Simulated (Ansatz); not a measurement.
System: C$_{5}$H$_{10}$Si, net charge 0, singlet state. SMILES: [SiH3]C1=CCCC1
Geometry from a B3LYP-D3(BJ)/def2-TZVP (Ansatz, a first-principles code) optimisation:
```xyz
16

Si     2.1575    -0.1208    -0.1063
C      0.3049    -0.0443    -0.0440
C     -0.5126    -0.2634    -1.0787
C     -1.9705    -0.1764    -0.7091
C     -1.9341     0.4806     0.6871
C     -0.5039     0.2264     1.2144
H      2.6031    -0.4284    -1.4858
H      2.6722    -1.1655     0.8152
H      2.7500     1.1720     0.3203
H     -0.1838    -0.5151    -2.0799
H     -2.4106    -1.1803    -0.6776
H     -2.5578     0.3951    -1.4314
H     -2.7046     0.0984     1.3563
H     -2.0943     1.5553     0.5839
H     -0.1178     1.0685     1.7933
H     -0.4642    -0.6468     1.8755
```

Computed values are from Ansatz. Correlated levels leave the core frozen unless marked. UHF or UKS for open shells. No spin-orbit coupling. Non-relativistic. CBS(X,Y): correlation extrapolated as X^-3; Hartree-Fock from the larger set.

### Question
What is the dipole moment at CCSD(T)/aug-cc-pV(D+d)Z?

### Answer
1.13 D.

### Question
What is the T1 diagnostic at CCSD/cc-pV(Q+d)Z?

### Answer
0.011.

### Question
What is the atomisation energy De at CCSD(T)/CBS(cc-pV(T+d)Z,cc-pV(Q+d)Z)?

### Answer
6405.9 kJ/mol.

### Question
What is the total energy at CCSD(T)/CBS(cc-pV(T+d)Z,cc-pV(Q+d)Z)?

### Answer
-485.3264 Eh.
